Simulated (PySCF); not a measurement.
Mayer bond orders and bond lengths

Species: C₇H₇P.
SMILES with atom numbers: `[CH2:1]=[CH:2][c:3]1[cH:4][cH:5][p:6][cH:7][cH:8]1` (hydrogens: H9, H10 on C1; H11 on C2; H12 on C4; H13 on C5; H14 on C7; H15 on C8)

Geometry (PBE0-D3(BJ)/def2-SVP, Å), atoms numbered from 1 in this order:
```xyz
15
C7H7P angstrom
C     -2.360   -1.406    0.163
C     -1.715   -0.290   -0.201
C     -0.270   -0.037   -0.151
C      0.641   -1.008    0.301
C      2.011   -0.819    0.369
P      2.867    0.629   -0.082
C      1.525    1.610   -0.582
C      0.192    1.222   -0.573
H     -3.447   -1.473    0.078
H     -1.845   -2.286    0.555
H     -2.310    0.547   -0.583
H      0.242   -1.976    0.619
H      2.620   -1.651    0.738
H      1.758    2.621   -0.935
H     -0.560    1.941   -0.917
```

Bond orders from the PBE0/pcSseg-1 density (PySCF). Isolated species at its PBE0-D3(BJ)/def2-SVP geometry (one conformer only).

(1) Where do the orders between heavy atoms depart from those drawn in the SMILES?

(2) Set the Mayer orders of the bonds beside their lengths.

Answers

(1) The largest departure is 0.215, at C5–P6 (drawn aromatic, 1.285), counting aromatic bonds as 1.5. The bonds drawn aromatic range from 1.28 to 1.50.

(2) 
```json
{"bond": "C1–C2", "drawn as": "double", "length (Å)": "1.339", "Mayer order": "1.935"}
{"bond": "C2–C3", "drawn as": "single", "length (Å)": "1.468", "Mayer order": "1.087"}
{"bond": "C3–C4", "drawn as": "aromatic", "length (Å)": "1.407", "Mayer order": "1.370"}
{"bond": "C4–C5", "drawn as": "aromatic", "length (Å)": "1.385", "Mayer order": "1.504"}
{"bond": "C5–P6", "drawn as": "aromatic", "length (Å)": "1.741", "Mayer order": "1.285"}
{"bond": "P6–C7", "drawn as": "aromatic", "length (Å)": "1.736", "Mayer order": "1.313"}
{"bond": "C7–C8", "drawn as": "aromatic", "length (Å)": "1.388", "Mayer order": "1.473"}
{"bond": "C8–C3", "drawn as": "aromatic", "length (Å)": "1.405", "Mayer order": "1.365"}
{"bond": "C1–H9", "drawn as": "single", "length (Å)": "1.092", "Mayer order": "0.937"}
{"bond": "C1–H10", "drawn as": "single", "length (Å)": "1.093", "Mayer order": "0.940"}
{"bond": "C2–H11", "drawn as": "single", "length (Å)": "1.096", "Mayer order": "0.954"}
{"bond": "C4–H12", "drawn as": "single", "length (Å)": "1.094", "Mayer order": "0.941"}
{"bond": "C5–H13", "drawn as": "single", "length (Å)": "1.095", "Mayer order": "0.926"}
{"bond": "C7–H14", "drawn as": "single", "length (Å)": "1.095", "Mayer order": "0.929"}
{"bond": "C8–H15", "drawn as": "single", "length (Å)": "1.096", "Mayer order": "0.958"}
```

By pair of heavy elements: C–C: lowest C2–C3 (1.087, 1.468 Å), highest C1–C2 (1.935, 1.339 Å). C–P: lowest C5–P6 (1.285, 1.741 Å), highest P6–C7 (1.313, 1.736 Å).

Question: Sum the orders of all bonds at each heavy atom with more than one neighbour and set the sums beside the valence in the SMILES.

Answer: C1 3.812 (drawn 4), C2 3.976 (drawn 4), C3 3.822 (drawn 4), C4 3.815 (drawn 4), C5 3.715 (drawn 4), P6 2.598 (drawn 3), C7 3.715 (drawn 4), C8 3.796 (drawn 4). Orders between atoms that aren't bonded are not in these sums.

Mayer orders depend on the basis set.
